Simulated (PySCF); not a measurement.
**Working out the ionisation energy of Ir+**

Ir+ [Xe] 4f14 5d7 6s1 (5F) → Ir(2+) [Xe] 4f14 5d7 (4F). Calculation: PySCF 2.14, in cc-pVDZ-PP with ECP60MDF; scalar relativity through the core potential. Frozen: 5s2 5p6. Energies in hartree (1 hartree = 27.21139 eV):

```json
{"part": "UHF", "Ir+ (lower)": "-103.361281", "Ir(2+) (upper)": "-102.763184"}
{"part": "MP2 opposite-spin", "Ir+ (lower)": "-0.075504", "Ir(2+) (upper)": "-0.063074"}
{"part": "MP2 same-spin", "Ir+ (lower)": "-0.063281", "Ir(2+) (upper)": "-0.044862"}
```

**Question.** What does Hartree-Fock give?

**Answer.** (-102.763184) − (-103.361281) = 0.598097 hartree = 16.275 eV.

**Question.** What do MP2 and SCS-MP2 (6/5 opposite-spin, 1/3 same-spin) give?

**Answer.** The opposite-spin parts differ by 0.338 eV and the same-spin parts by 0.501 eV. MP2: 16.275 + (0.338) + (0.501) = 17.114 eV. SCS-MP2: 16.275 + 1.2 × (0.338) + (0.501)/3 = 16.848 eV.

Reference: 17 ± 0.3 eV (semi-empirical (NIST evaluation); NIST Atomic Spectra Database, ionization energies), between the lowest levels; spin-orbit coupling is absent from the calculation.

A double-zeta basis recovers only part of the correlation energy.

What remains against the reference includes basis incompleteness, the frozen core and correlation beyond second order.
